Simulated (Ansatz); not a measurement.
GeH5SBr, singlet: at a first-order saddle point.

Input (in.yaml):

```yaml
crystal:
  periodic: [false, false, false]
  atoms:
    - {symbol: Ge, position_ang: [-0.815438, 0.477152, -0.227770]}
    - {symbol: S, position_ang: [0.529256, -1.351891, 0.902331]}
    - {symbol: H, position_ang: [-0.676810, 0.910333, -1.688681]}
    - {symbol: H, position_ang: [-1.221133, 1.475031, 0.852945]}
    - {symbol: H, position_ang: [-1.923314, -0.619981, -0.261756]}
    - {symbol: H, position_ang: [1.579962, -0.442564, 0.761007]}
    - {symbol: Br, position_ang: [1.725380, 1.508638, -0.071062]}
    - {symbol: H, position_ang: [0.802196, -1.956618, -0.266915]}
basis:
  gaussian: {orbitals: def2-TZVPP}
hamiltonian: {xc: {name: PBE-QIDH}}
```

Launched with

```bash
ansatz run in.yaml --threads 4 --pin off --events-out ev --progress --plain --max-ram 9574MiB
```

What Ansatz 0.2.0 printed:

```
Functional definition: PBE-QIDH
  name "PBE-QIDH"
  cite "Brémond, Sancho-García, Pérez-Jiménez & Adamo, J. Chem. Phys. 141, 031101 (2014) doi:10.1063/1.4890314"
  cite "Perdew, Burke & Ernzerhof, Phys. Rev. Lett. 77, 3865 (1996) doi:10.1103/PhysRevLett.77.3865"
  parameter a = 3^(-1/3)
  parameter c = 1/3
  exchange = (1 - a)*pbe_x + a*exact_x
  correlation = (1 - c)*pbe_c + c*(mp2_os + mp2_ss)
1253 factors; integrals over basis functions are off by at most 1.1e-3 eV
mean field evaluation 1: about -137433.7635 eV, gradient 1.8e1 eV
mean field evaluation 2: about -137433.8825 eV, gradient 1.8e1 eV
mean field evaluation 4: about -137434.9049 eV, gradient 2.1e0 eV
mean field evaluation 8: about -137434.9176 eV, gradient 2.6e-1 eV
mean field evaluation 16: about -137434.9179 eV, gradient 1.9e-4 eV
mean field -137434.91787060 eV, -5050.6400750113 hartree, gradient 3.5e-6 eV, S^2 0.000000; 0 other end points of the search recorded, 0 dependent functions left out
23 core orbitals not correlated: weight in the atoms' cores, before any rotation towards them, 1.000 or more for the frozen orbitals, at most 0.000 for the correlated occupied ones
reference -137434.91788209 eV, -5050.6400754337 hartree; 21, 21 occupied and 164, 164 virtual orbitals, 1253 factors
second order -23.03650853 eV of doubles, -0.00000000 eV of singles
Total energy: -137442.59671827 eV, -5050.9222674584 hartree
```

The lines “mean field evaluation” count trial sets of orbitals through the whole run, from several starts and some on an approximate energy, so they need not fall steadily or lie above the final value.

Hardware: 4 CPU threads of an Arm Neoverse V1, shared host. Wall time about 6 s.
